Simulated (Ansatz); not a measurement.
The cluster Rh3 was relaxed with r2SCAN-D4 (def2-TZVP) in Ansatz in these states: neutral quartet, neutral sextet. The geometries follow in no particular order.

In the def2 sets Rh takes a core potential; there is no spin–orbit coupling.

A:

```xyz
3

Rh    1.3866    0.1782    0.3670
Rh   -1.0208    0.4823    0.7791
Rh   -0.3658   -0.6605   -1.1461
```

B:

```xyz
3

Rh    0.709    0.342   -1.110
Rh   -0.797   -1.103   -0.015
Rh    0.087    0.761    1.125
```

Judge from the bond lengths which geometry belongs to which state (an estimate).

A is the neutral sextet (Rh1–Rh3 2.463 Å, Rh1–Rh2 2.461 Å, Rh2–Rh3 2.333 Å); B is the neutral quartet (Rh1–Rh3 2.357 Å, Rh1–Rh2 2.357 Å, Rh2–Rh3 2.357 Å).

At PBE0-D4/def2-TZVP a sextet lies 0.26 eV below the neutral quartet. These are the stationary points nearest to one start from a short search; other shapes may lie lower in each state.
